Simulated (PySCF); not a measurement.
## Electron correlation in Ne³⁺ (neon, charge +3)

[He] 2s2 2p3, high-spin 4S determinant. Computed with PySCF 2.14 in ANO-RCC-VTZP (4s3p2d1f, 30 functions), with the spin-free X2C one-electron Hamiltonian (Gaussian nucleus). Frozen: nothing; 7 electrons correlated.

| level | correlation energy (mhartree) |
| --- | --- |
| CCSD | -123.81 |
| (T) | -0.95 |
| CCSD(T) | -124.76 |

Diagnostics: T1 = 0.0018, D1 = 0.0047, largest double amplitude 0.028.

Cost of the coupled-cluster step: about 0.26 core-seconds, for 7 correlated electrons.

Iterations:

```
CC2 = 0
CCSD nocc = (np.int64(5), np.int64(2)), nmo = (30, 30)
frozen orbitals [[], []]
max_cycle = 100
direct = 0
conv_tol = 1e-08
conv_tol_normt = 1e-06
diis_space = 8
diis_start_cycle = 0
Init t2, MP2 energy = -0.110686972709604
Init E_corr(UCCSD) = -0.110686972709608
cycle = 1  E_corr(UCCSD) = -0.121502583301587  dE = -0.0108156106  norm(t1,t2) = 0.0161031
cycle = 2  E_corr(UCCSD) = -0.123231027739261  dE = -0.00172844444  norm(t1,t2) = 0.00453616
cycle = 3  E_corr(UCCSD) = -0.123833212368496  dE = -0.000602184629  norm(t1,t2) = 0.00151284
cycle = 4  E_corr(UCCSD) = -0.123811975799254  dE = 2.12365692e-05  norm(t1,t2) = 0.000141875
cycle = 5  E_corr(UCCSD) = -0.123814420534106  dE = -2.44473485e-06  norm(t1,t2) = 2.27006e-05
cycle = 6  E_corr(UCCSD) = -0.123814446417779  dE = -2.58836737e-08  norm(t1,t2) = 6.7022e-07
cycle = 7  E_corr(UCCSD) = -0.123814450806869  dE = -4.38908954e-09  norm(t1,t2) = 4.79311e-08
UCCSD converged
E(UCCSD) = -124.3699351524641  E_corr = -0.1238144508068689
UCCSD(T) correction = -0.000949491105008175
```
